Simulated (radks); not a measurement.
Coherent X-ray form factor from a spherical all-electron density. Method: Dirac Kohn-Sham, LDA (Slater exchange, Perdew-Wang correlation), spin-unpolarised, spherical densities, point nucleus; computed with a radial shooting solver on a logarithmic mesh with Libxc functionals.

sin(theta)/lambda (1/angstrom),f0 (electrons)
0.05,40.521
0.1,39.172
0.15,37.176
0.2,34.816
0.25,32.353
0.3,29.979
0.4,25.883
0.5,22.770
0.6,20.418
0.8,16.888
1,13.944
1.25,10.823
1.5,8.529
2,6.113

The species is in the configuration that NIST lists as its ground one. Which atom or ion scatters so?

Answer. The ruthenium ion Ru3+, [Kr] 4d5. Extrapolating in s^2 from the first two rows gives f0(0) = 41.0, near the electron count 41; among species with that count, the fall with angle is slower the higher Z, and the table is that of Z = 44; from so few rows the species is fixed only to a neighbour or two.
